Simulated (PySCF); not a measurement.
PySCF 2.14 output of a UHF calculation on a single atom or ion in aug-cc-pVDZ, with the non-relativistic Hamiltonian (point nucleus):

```
SCF conv_tol = 1e-09
number electrons alpha = 10  beta = 9
cycle= 1 E= -759.093562009016  delta_E= -0.00209  |g|= 0.0133  |ddm|= 0.0402
cycle= 2 E= -759.093642475018  delta_E= -8.05e-05  |g|= 0.00324  |ddm|= 0.011
cycle= 3 E= -759.093647756121  delta_E= -5.28e-06  |g|= 0.000354  |ddm|= 0.00717
cycle= 4 E= -759.093647833552  delta_E= -7.74e-08  |g|= 2.89e-05  |ddm|= 0.00259
cycle= 5 E= -759.09364783456  delta_E= -1.01e-09  |g|= 5.84e-06  |ddm|= 0.000518
cycle= 6 E= -759.09364783461  delta_E= -4.92e-11  |g|= 7.69e-07  |ddm|= 9.25e-05
converged SCF energy = -759.09364783461  <S^2> = 0.75128822  2S+1 = 2.0012878
```

The run itself started from symmetry-adapted Hartree-Fock orbitals and held the occupation by maximum overlap, so the iterations belong to that start.

Task: Which element, charge and spin multiplicity is this?

Result: Sc²⁺ (scandium, charge +2), multiplicity 2; the state was [Ar] 3d1, 2D determinant.
